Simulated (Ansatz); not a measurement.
`C=C(C)[SiH2][SiH3]` + `OC1[SiH2]S1` → `[SiH3]OC1[SiH2]S1` + `C=C(C)[SiH3]`  (cleavage of the Si–Si bond)

Calculated with Ansatz (gas phase, PBE0-D4/def2-TZVP geometries, no zero-point term in ΔE). CBS: MP2 limit from def2 TZ/QZ plus the TZ coupled-cluster correction, frozen cores. DFT in def2-TZVPP. B3LYP here is the variant with VWN-RPA as its local correlation; programs differ in this. One conformer a species, not always the lowest.

Question: Is it downhill or uphill in electronic energy at CCSD(T)/CBS, and by how much? (Estimate.)

Answer: Ansatz gave: Downhill: ΔE = -77.6 kJ/mol.

Question: What do these levels give: PBE-D4, PBE0-D4, B3LYP-D4, ωB97X-V, ωB97M-V, B2PLYP, r2SCAN, SCS-MP2/def2-TZVPP, CCSD/def2-TZVPP, SCS-MP2/def2-QZVPP, HF/CBS(def2), CCSD/CBS(def2)? (An estimate is asked.)

Answer: Computed: PBE-D4 -53.6, PBE0-D4 -59.7, B3LYP-D4 -77.5, ωB97X-V -75.6, ωB97M-V -80.3, B2PLYP -81.6, r2SCAN -69.8, SCS-MP2/def2-TZVPP -89.5, CCSD/def2-TZVPP -80.2, SCS-MP2/def2-QZVPP -89.7, HF/CBS(def2) -99.1, CCSD/CBS(def2) -80.1 kJ/mol.

Largest T1 diagnostic among the species: 0.014.

In def2-TZVPP, CCSD(T) changes the Hartree–Fock value by +19.2 kJ/mol (the triples alone add +2.5 kJ/mol) and MP2 by +11.4 kJ/mol. From PBE to PBE0 (25 % exact exchange), in def2-TZVPP and without D4, ΔE moves by −6.3 kJ/mol.
